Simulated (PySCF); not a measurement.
```xyz
5
charge -1 multiplicity 1, angstrom
Tl    0.0000    0.0000    0.0000
F     2.1364    0.0000    0.0000
F     0.0000    2.1364    0.0000
F    -2.1364    0.0000    0.0000
F     0.0000   -2.1364    0.0000
```

Method: PBE/[Tl def2-SVPD with ECP60, F def2-SVPD], scalar-relativistic core potentials, density fitting, no spin–orbit coupling, PySCF.

This geometry of [TlF4]- is a stationary point at this level.

Task: What is the point group?

Result: D4h.

Task: Is it a minimum?

Result: No: it has 1 imaginary mode, at 68i cm⁻¹ (b2u).

Task: List the harmonic modes with their infrared intensities.

Result: 
```
symmetry  ω (cm⁻¹)  IR (km/mol, summed over degenerate members)     type
     b2u       68i                                            –     bend
     a2u       136                                         46.5     bend
      eu       152                                         53.5     bend
     b2g       167                                          0.0     bend
     b1g       350                                          0.0  stretch
     a1g       435                                          0.0  stretch
      eu       445                                          251  stretch
```

Task: What are the dipole moment and the gap between the highest occupied and lowest empty levels?

Result: 0.00 D about the centre of mass and 3.08 eV.

In D4h the vibrations span b2u + a2u + 2eu + b2g + b1g + a1g. The a1g, b1g, b2g, b2u modes carry no infrared intensity, as symmetry demands. With a centre of inversion only u modes can be infrared active and only g modes Raman active.

Only a few start shapes were tried, so a lower isomer may exist. At this level a singlet minimum of Td symmetry lies 55 kJ/mol below this structure. No spin–orbit coupling is included, which matters more the heavier the element.
